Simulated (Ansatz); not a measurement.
The cluster CsBr2⁻ was relaxed with PBE0-D4 (def2-TZVPD) in Ansatz in these states: charge -1 quintet, charge -1 singlet, charge -1 triplet. The geometries follow in no particular order.

In the def2 sets Cs takes a core potential; there is no spin–orbit coupling.

A:

```xyz
3

Cs   -0.001    0.000    0.000
Br    0.976   -1.707    2.718
Br   -0.975    1.707   -2.719
```

B:

Cartesian coordinates in Å:
```
Cs -0.009 -0.098 -0.045
Br -3.052 0.788 -0.941
Br 3.062 -0.690 0.986
```

C:

```csv
atom,x (Å),y (Å),z (Å)
Cs1,0.000,0.000,0.000
Br2,-3.686,2.321,-1.755
Br3,3.686,-2.321,1.755
```

**Question.** Judge from the bond lengths which geometry belongs to which state (an estimate).

**Answer.** A is the charge -1 singlet (Cs1–Br3 3.355 Å, Cs1–Br2 3.355 Å); B is the charge -1 triplet (Cs1–Br3 3.293 Å, Cs1–Br2 3.293 Å); C is the charge -1 quintet (Cs1–Br3 4.696 Å, Cs1–Br2 4.696 Å).

At PBE0-D4/def2-TZVPD the highest occupied level of the charge -1 triplet lies above zero (up to 0.62 eV). The electron is either unbound and held by the finite basis, or the level is raised by self-interaction error. At PBE0-D4/def2-TZVPD the highest occupied level of the charge -1 quintet lies above zero (up to 0.76 eV). At PBE0-D4/def2-TZVPD a singlet lies 4.05 eV below the charge -1 triplet. At PBE0-D4/def2-TZVPD a singlet lies 8.97 eV below the charge -1 quintet. These are the stationary points nearest to one start from a short search; other shapes may lie lower in each state.
